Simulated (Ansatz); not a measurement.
## Ligand exchange: HOF + SnH2(CH3)(SiH3) → SiH3(OH) + SnH2(CH3)F

Species: HOF (hypofluorous acid) `OF`, singlet; SnH2(CH3)(SiH3), singlet; SiH3(OH) (silanol), singlet; SnH2(CH3)F, singlet. The partners trade F for SiH3: O–F and Sn–SiH3 bonds give way to O–SiH3 and Sn–F.

Shapes, held fixed at every level: PBE0-D4/def2-TZVP. Programs: Ansatz 0.2.0. The zero-point and thermal change to 298 K, harmonic and unscaled (PBE0-D4/def2-TZVP), is +2.1 kJ/mol.

(1) Estimate ΔH(298 K) of this reaction.

## Answers

(1) The highest level, CCSD(T)/def2-TZVPP, gives ΔH(298 K) = -530.1 kJ/mol; the levels span -560.1 to -499.3. The column of differences is taken from that level and isn't an error. No measured value is set beside it here. For atoms past krypton def2 sets carry core potentials with scalar relativity. Correlated rows may include outer-core shells of Sn, which these sets cover unevenly.

| level | kind | ΔH(298 K) (kJ/mol) | less CCSD(T)/def2-TZVPP |
| --- | --- | --- | --- |
| HF/def2-SVP | Hartree–Fock | -554.4 | -24.3 |
| B3LYP-D4/def2-TZVPP | global hybrid | -525.1 | +5.0 |
| PBE0-D4/def2-TZVPP | global hybrid | -511.5 | +18.6 |
| wB97M-V/def2-TZVPP | range-separated hybrid | -532.5 | -2.4 |
| MP2/def2-SVP | perturbation theory | -534.2 | -4.1 |
| MP2/def2-TZVPP | perturbation theory | -560.1 | -30.0 |
| CCSD(T)/def2-SVP | coupled cluster or CI | -499.3 | +30.8 |
| CCSD(T)/def2-TZVPP | coupled cluster or CI | -530.1 | 0.0 |
